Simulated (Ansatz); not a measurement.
| atom | x (Å) | y (Å) | z (Å) |
| --- | --- | --- | --- |
| Mo | 0.0000 | 0.0000 | 0.0000 |
| H | 0.0000 | 0.0000 | 5.2500 |

Basis set: pcseg-2 on H; def2-TZVPP on Mo (spherical functions, with the set's core potentials past Kr). Some runs use density fitting. Charge 0, multiplicity 6.

Computed with Ansatz (development build ahead of 0.2.0); each method stands on the lowest determinant of its kind that the runs found.

**Question.** Give the atomization energy at this shape (free ground-state atoms in the same class of orbitals less the molecule, no zero-point energy) of sextet MoH in separate pieces by PBE (unrestricted), PBE0 (unrestricted).

**Answer.**

| method | atomization energy |
| --- | --- |
| PBE (unrestricted) | 0.00 eV |
| PBE0 (unrestricted) | 0.00 eV |

Caution: charge can spread falsely over distant fragments; other spin multiplicities were not run; the shape is not the minimum; the unrestricted determinant is a mixture of spin states.
